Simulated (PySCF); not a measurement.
## How methods differ on the excitation energy of P²⁺

P²⁺ [Ne] 3s2 3p1 (2P) → P²⁺ [Ne] 3s1 3p1 3d1 (high-spin determinant), as a difference of total energies. Computed with PySCF 2.14 in aug-cc-pwCVTZ (8s7p5d3f, 75 functions), with the non-relativistic Hamiltonian (point nucleus). Correlated levels: valence: [Ne] frozen; valence and next inner shell: 1s2 frozen; nothing frozen. The calculations carry no spin-orbit coupling.

| method | excitation energy (eV) |
| --- | --- |
| UHF | 19.519 |
| LDA | 19.544 |
| PBE | 19.376 |
| PBE0 | 19.641 |
| r2SCAN | 19.162 |
| B97-3 | 20.041 |
| TPSSh | 19.529 |
| PBEsol | 19.255 |
| PW91 | 19.381 |
| MP2 (valence) | 20.405 |
| SCS-MP2 (valence) | 20.858 |
| MP2 (valence and next inner shell) | 20.574 |
| SCS-MP2 (valence and next inner shell) | 20.988 |
| MP2 (all electrons) | 20.569 |
| SCS-MP2 (all electrons) | 20.985 |

Problem. How much does correlation contribute at MP2 (all electrons)?

Solution. 20.569 − (19.519) = 1.050 eV, measured against UHF.

A first-order spin-orbit estimate (lowest level to lowest level, LS coupling) adds 0.010 eV.

The promoted electron is Rydberg-like, and one or two diffuse shells describe it only roughly, which tends to raise the upper state.

The determinant of the upper state mixes LS terms, which raises its energy above the lowest term, most at the Hartree-Fock and MP2 levels.
